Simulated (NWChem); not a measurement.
Molecule: CdF₂; SMILES [F][Cd][F]

Results from NWChem. Medium grid unless said otherwise, to which SCAN and Minnesota functionals are sensitive. The geometry was optimised at PBE0/def2-SVP. def2 effective core potentials on Cd; no spin-orbit coupling. Hybrids' shares of exact exchange are those that their runs print; pure functionals count as 0. The functionals differ in more than this share.

```csv
row,share of exact exchange,highest occupied level (eV)
PBE/def2-TZVP,0.00,-8.16
HCTH/407/def2-TZVP,0.00,-8.29
B3LYP/def2-TZVP,0.20,-9.82
r2SCAN0/def2-TZVP,0.25,-10.38
MPW1K/def2-TZVP,0.43,-11.51
MN15/def2-TZVP,0.44,-11.14
M05-2X/def2-TZVP,0.56,withheld
```

Q: Fit a straight line of the last column on the one before it, predict the withheld value, and compare with the run.

A: 
1. Means of the 6 shown rows: x = 0.220, y = -9.883. Slope Σ(x − x̄)(y − ȳ)/Σ(x − x̄)² = -1.364/0.1906 = -7.156; intercept -8.309.
2. The shown rows scatter about the line by 0.194 (root mean square); the largest residual is +0.32, at MN15/def2-TZVP.
3. At x = 0.56 (M05-2X/def2-TZVP; beyond the shown range) the line gives -12.32.
4. The run gives -12.34, -0.02 from the line, 0.1 times the scatter.
